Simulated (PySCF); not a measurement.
Potential energy curve for InCl, singlet.

Method: CCSD(T) on UHF/def2-SVP, 9 core orbitals frozen, def2 effective core potentials past Kr (PySCF 2.14.0).

**Question.** Relative to R = 2.41 Å, what are the energies at R = 2.54, 3.02, 3.65, 3.98 Å?

**Answer.** 6.3 kJ/mol at 2.54 Å, 96.2 kJ/mol at 3.02 Å, 224.3 kJ/mol at 3.65 Å, 277.5 kJ/mol at 3.98 Å.

The unrestricted determinant behind UCCSD(T) is spin-contaminated at 4.31 to 7.26 Å (<S²> up to 1.0, against 0.00 for a pure singlet).
